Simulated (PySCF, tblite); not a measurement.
Isomers of C4H7N3Si, one GFN2-xTB conformer each. Single-point energies are computed at PBE0/pcSseg-1 (PySCF, gas phase, no added dispersion term), electronic only.

Problem. Rank them by PBE0/pcSseg-1 energy, lowest first (kcal/mol).
A. `[SiH3:1][NH:2][c:3]1[cH:4][cH:5][n:6][n:7][cH:8]1` with Si1–N2–C3–C4 179°
B. `[CH2:1]=[CH:2][n:3]1[n:4][cH:5][c:6]([SiH3:7])[n:8]1` with C1–C2–N3–N4 0°
C. `[CH2:1]=[CH:2][c:3]1[n:4][nH:5][n:6][c:7]1[SiH3:8]` with C1–C2–C3–N4 -1°

Solution. A (0.0), C (16.9), B (19.7).

As drawn, the lowest has an N–H bond, which the highest lacks; the highest has an Si–C bond and a C=C bond outside aromatic rings, which the lowest lacks. GFN2-xTB itself gives, in the same order: 0.0, 32.7, 26.8. Both levels put the same isomer lowest; measured from each level's own lowest isomer, the values differ by up to 15.8 kcal/mol (C=Cc1n[nH]nc1[SiH3]: 32.7 against 16.9).

Problem. Which frontier levels, dipoles and rotational constants go with these structures?

Solution. 
```tsv
SMILES	HOMO (eV, PBE0/pcSseg-1)	LUMO (eV)	dipole (D)	A, B, C (MHz)
[SiH3]Nc1ccnnc1	-6.43	-0.99	5.79	5055, 1027, 862.1
C=Cc1n[nH]nc1[SiH3]	-7.00	-1.01	0.32	2390, 1524, 940.5
C=Cn1ncc([SiH3])n1	-7.11	-1.22	0.08	6457, 922.8, 815.0
```

Problem. What happens when harmonic zero-point energies from GFN2-xTB frequencies are added?

Solution. 
```
             SMILES  ZPE (kcal/mol)  electronic (kcal/mol)  with ZPE (kcal/mol)
    [SiH3]Nc1ccnnc1            65.2                    0.0                  0.0
C=Cc1n[nH]nc1[SiH3]            64.9                   16.9                 16.6
 C=Cn1ncc([SiH3])n1            64.8                   19.7                 19.3
```

The zero-point energies span 0.4 kcal/mol. The order is unchanged.
